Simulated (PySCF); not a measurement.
C₂H₆GeN₂, SMILES [NH2][Ge@H]1[CH]=N[CH2]1. Geometry: PBE0-D3(BJ)/def2-SVP. The structure was generated by enumeration; whether it is a known compound was not checked. Other conformers were not sampled.

All values below come from PBE0-D3(BJ)/def2-SVP (PySCF).

Harmonic wavenumbers (cm⁻¹): 109, 171, 247, 342, 413, 440, 557, 628, 640, 718, 757, 812, 896, 913, 987, 1140, 1162, 1261, 1421, 1541, 1669, 2126, 3077, 3138, 3143, 3595, 3703. Rotational constants (GHz): 7.891, 2.601, 2.393; symmetry number 1.

Question: Work out the zero-point energy and the ideal-gas rigid-rotor harmonic-oscillator thermochemistry at 298.15 K and 1 atm.

Answer: ZPE = ½ Σ hcν = ½ × 35605 cm⁻¹ = 212.97 kJ/mol. H − E(el) = 232.62 kJ/mol. Entropy in J/(mol K): translation 169.52, rotation 109.97, vibration 54.39, total 333.88. G − E(el) = 133.08 kJ/mol. Cp = 106.22 J/(mol K). Modes under 150 cm⁻¹ make the vibrational entropy uncertain.
